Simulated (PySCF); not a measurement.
ZnBi and its ions

PBE0; Zn def2-SVP, Bi def2-SVP with ECP60; scalar-relativistic core potentials (PySCF 2.14). Neutral (UKS): quartet (σ ↑, π ↑↑), Re = 2.895 Å, ωe = 104 cm⁻¹, De = 0.32 eV, HOMO -4.93 eV, LUMO -2.55 eV.

ZnBi⁺ (UKS): triplet (π ↑↑), Re = 2.697 Å, ωe = 162 cm⁻¹. The energies at the minima are -1993.50595 hartree for ZnBi and -1993.25747 for ZnBi⁺.

Q: Work out the adiabatic ionisation energy, without and with harmonic zero-point energies (1 hartree = 27.2114 eV, 1 eV = 8065.5 cm⁻¹), and the change of the bond length.

A: At PBE0: 0.24848 hartree = 6.761 eV between the minima; the zero-point term (162.0 − 104.0)/2 cm⁻¹ = +0.004 eV makes it 6.765 eV. Re changes by -19.8 pm against the neutral. The electron leaves a σ orbital, and the shorter bond of the ion fits an antibonding orbital, or a change in how ionic the bond is.

Weak bonds: ZnBi. Basis-set superposition, not corrected here, can be much of De in a small basis, most of all at correlated wavefunction levels. Spin–orbit coupling is left out, which matters for elements this heavy, above all for dissociation energies. States were picked by a PBE0 search and need not be the measured ground states.
